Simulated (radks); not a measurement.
The numbers below are computed, except where a source is named.
Species: Pb IV. Configuration: [Xe] 4f14 5d10 6d1 (not the ground configuration).

Code: a radial shooting solver on a logarithmic mesh with Libxc functionals. Model: Dirac Kohn-Sham, exchange-only PBE, spin-unpolarised, spherical densities, point nucleus; open shells fill j = l - 1/2 first.

Energy parts (hartree):
| part | energy |
|---|---|
| total | -20920.8802 |
| kinetic | 24367.4151 |
| electron-nucleus | -52877.6423 |
| Hartree | 7973.6512 |
| exchange | -384.3042 |

Orbitals (lengths in bohr, moments of r in powers of bohr; <r^-3> diverges for s and p1/2):
| orbital | occ. | eigenvalue (hartree) | <r^2> | <r^-3> | <r> | small-component weight |
|---|---|---|---|---|---|---|
| 1s1/2 | 2 | -3234.506 | 0.0003571 | - | 0.01604 | 9.80e-02 |
| 2s1/2 | 2 | -578.9715 | 0.005361 | - | 0.06689 | 2.26e-02 |
| 2p1/2 | 2 | -555.9749 | 0.003774 | - | 0.05487 | 2.27e-02 |
| 2p3/2 | 4 | -475.4897 | 0.004956 | 23390 | 0.06380 | 1.99e-02 |
| 3s1/2 | 2 | -139.8435 | 0.03475 | - | 0.1739 | 7.60e-03 |
| 3p1/2 | 2 | -129.4838 | 0.03158 | - | 0.1644 | 7.54e-03 |
| 3p3/2 | 4 | -111.5262 | 0.03792 | 5522 | 0.1807 | 6.75e-03 |
| 3d3/2 | 4 | -94.53212 | 0.02892 | 969.3 | 0.1570 | 6.64e-03 |
| 3d5/2 | 6 | -90.71147 | 0.03064 | 791.2 | 0.1619 | 6.42e-03 |
| 4s1/2 | 2 | -32.55332 | 0.1667 | - | 0.3841 | 2.62e-03 |
| 4p1/2 | 2 | -28.07287 | 0.1691 | - | 0.3853 | 2.52e-03 |
| 4p3/2 | 4 | -23.67623 | 0.2004 | 1358 | 0.4198 | 2.21e-03 |
| 4d3/2 | 4 | -16.38821 | 0.2083 | 216.3 | 0.4246 | 2.01e-03 |
| 4d5/2 | 6 | -15.56785 | 0.2191 | 172.4 | 0.4357 | 1.93e-03 |
| 5s1/2 | 2 | -6.44416 | 0.8171 | - | 0.8539 | 7.03e-04 |
| 4f5/2 | 6 | -6.13316 | 0.2434 | 37.88 | 0.4508 | 1.57e-03 |
| 4f7/2 | 8 | -5.94823 | 0.2503 | 35.89 | 0.4571 | 1.54e-03 |
| 5p1/2 | 2 | -4.91567 | 0.9373 | - | 0.9119 | 6.16e-04 |
| 5p3/2 | 4 | -4.09176 | 1.133 | 250.6 | 1.002 | 5.20e-04 |
| 5d3/2 | 4 | -1.97552 | 1.791 | 26.77 | 1.247 | 3.37e-04 |
| 5d5/2 | 6 | -1.87656 | 1.911 | 20.82 | 1.288 | 3.17e-04 |
| 6d3/2 | 1 | -0.59435 | 14.79 | 2.970 | 3.632 | 4.77e-05 |
| 6d5/2 | 0 | -0.58315 | 15.40 | 2.420 | 3.707 | 4.67e-05 |

The highest occupied level is 6d3/2 at -16.173 eV. Summed over all electrons, <r^2> = 49.17 bohr^2, which gives a Langevin (diamagnetic) susceptibility term of -38.9 x 10^-6 cm^3/mol.
